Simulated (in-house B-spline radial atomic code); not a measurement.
Ge⁺: [Ar] 3d10 4s2 4p1

All numbers are computed (non-relativistic OLYP, spin-polarised, spherical fractional occupations; point nucleus) with a B-spline radial code for spherical atoms, not measured.

Effective charges: Z_r = [3n² - l(l+1)]/(2<r>) from the radius, Z_e = n√(-2ε) from the energy, and Slater's rules. Values are occupation-weighted means over spin.

| shell | electrons | ε (eV) | <r> (bohr) | Z_r | Z_e | Slater |
| --- | --- | --- | --- | --- | --- | --- |
| 1s | 2 | -10811 | 0.04786 | 31.34 | 28.19 | 31.70 |
| 2s | 2 | -1347.4 | 0.2138 | 28.06 | 19.90 | 27.85 |
| 2p | 6 | -1200.9 | 0.1852 | 26.99 | 18.79 | 27.85 |
| 3s | 2 | -172.4 | 0.6346 | 21.27 | 10.68 | 20.75 |
| 3p | 6 | -123.8 | 0.6509 | 19.20 | 9.05 | 20.75 |
| 3d | 10 | -39.477 | 0.7269 | 14.44 | 5.11 | 10.85 |
| 4s | 2 | -19.093 | 2.069 | 11.60 | 4.74 | 6.00 |
| 4p | 1 | -11.503 | 2.55 | 9.02 | 3.68 | 6.00 |

The least bound orbital is 4p up at -11.5 eV, and it is also the most diffuse (<r> = 2.55 bohr).
